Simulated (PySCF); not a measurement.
C₅H₁₂FOPSi.
Numbering: `[O:1]=[P@@H:2]1[CH2:3][CH2:4][CH2:5][C@@H:6]([F:7])[C@@H:8]1[SiH3:9]`

Structure used (GFN2-xTB), in Å, numbered top down from 1:
```xyz
21
C5H12FOPSi angstrom
O      0.207    0.727    2.237
P      0.103   -0.458    1.384
C      1.687   -0.952    0.604
C      2.045    0.169   -0.370
C      0.994    0.324   -1.466
C     -0.355    0.761   -0.903
F     -1.193    1.073   -1.966
C     -1.016   -0.291   -0.036
Si    -2.748    0.231    0.577
H     -0.337   -1.604    2.053
H      2.445   -1.040    1.386
H      1.593   -1.909    0.090
H      3.017   -0.029   -0.828
H      2.120    1.106    0.190
H      0.868   -0.620   -2.005
H      1.322    1.078   -2.185
H     -0.242    1.694   -0.335
H     -1.062   -1.240   -0.574
H     -3.185   -0.818    1.502
H     -3.613    0.289   -0.599
H     -2.660    1.525    1.243
```

NICS is the negative of the GIAO shielding at a point without a nucleus: at the ring centre (0) and 1 Å above and below it (1); zz is the component along the ring normal. Level: GIAO PBE0/pcSseg-1 (PySCF, non-relativistic, gas phase) on the GFN2-xTB geometry, one conformer.

Ring bond lengths (Å), with Mayer bond orders in brackets: P2–C3 1.833 (0.92), C3–C4 1.527 (1.02), C4–C5 1.527 (1.03), C5–C6 1.526 (1.02), C6–C8 1.515 (0.97), C8–P2 1.816 (0.89).

**Question.** Give the NICS values of each ring in ppm.

**Answer.** 
```
             ring                                             type  NICS(0)  NICS(1), two faces  NICS(1)zz, two faces  rms pucker (Å)  centre to ring atoms, mean (Å)
P2–C3–C4–C5–C6–C8  6-membered ring with P; formal bonds all single     -2.9         -2.3 / -2.9             3.7 / 3.1            0.29                            1.55
```

**Question.** What can be read from them?

**Answer.** 
- P2–C3–C4–C5–C6–C8: mean NICS(1)zz 3.4 ppm, deshielded. P2, C3, C4, C5, C6, C8 have four or more neighbours, and the NICS criterion for π rings isn't applied.

Cost: about 2.3 min of CPU time on one thread; the machine was shared, so the figure is rough. This is the whole shielding run at PBE0/pcSseg-1, SCF included.
